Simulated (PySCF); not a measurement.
# Potential energy of RuF along the bond

Set-up: basis Ru def2-TZVPP with ECP28, F def2-TZVPP; scalar-relativistic core potentials; PySCF 2.14. Energies in eV from Ru (4d7 5s1) + F in their ground configurations at the same level. State: quartet, unpaired electrons σ ↑, π ↑, δ ↑, a mixture of terms (⟨Lz²⟩ = 4.6).

```json
{"R (Å)": "1.635", "BP86": "-3.381", "PBE": "-3.412"}
{"R (Å)": "1.711", "BP86": "-4.009", "PBE": "-4.037"}
{"R (Å)": "1.787", "BP86": "-4.335", "PBE": "-4.361"}
{"R (Å)": "1.844", "BP86": "-4.441", "PBE": "-4.468"}
{"R (Å)": "1.901", "BP86": "-4.464", "PBE": "-4.491"}
{"R (Å)": "1.958", "BP86": "-4.425", "PBE": "-4.454"}
{"R (Å)": "2.034", "BP86": "-4.306", "PBE": "-4.337"}
{"R (Å)": "2.129", "BP86": "-4.090", "PBE": "-4.125"}
{"R (Å)": "2.243", "BP86": "-3.781", "PBE": "-3.819"}
{"R (Å)": "2.395", "BP86": "-3.344", "PBE": "-3.387"}
```

Q: Put a parabola through the three lowest points of the BP86 curve and estimate Re, k and ωe (reduced mass 16.01 u; 1 eV/Å² = 0.16022 mdyn/Å; ωe = 1302.8·√(k/μ) cm⁻¹).

A: Through R = 1.844, 1.901, 1.958 Å the second-order coefficient is 9.54 eV/Å², so Re ≈ 1.894 Å, k ≈ 3.06 mdyn/Å and ωe ≈ 569 cm⁻¹. A polynomial fit of higher order to the unrounded BP86 energies gives Re = 1.890 Å, k = 3.19 mdyn/Å, ωe = 582 cm⁻¹; anharmonicity and rounding make the difference.

The higher-order fit for each curve: BP86: Re = 1.890 Å, ωe = 582 cm⁻¹, De = 4.46 eV; PBE: Re = 1.891 Å, ωe = 578 cm⁻¹, De = 4.49 eV.

The metal atom is held in its measured ground configuration; semilocal functionals can put another filling of s and d lower by some tenths of an eV, and De to that atom would be smaller. These are scalar-relativistic numbers at best; spin–orbit coupling would shift them, the dissociation energy most. With d or f electrons several states lie close, and the lowest PBE0 determinant need not be the measured ground state.
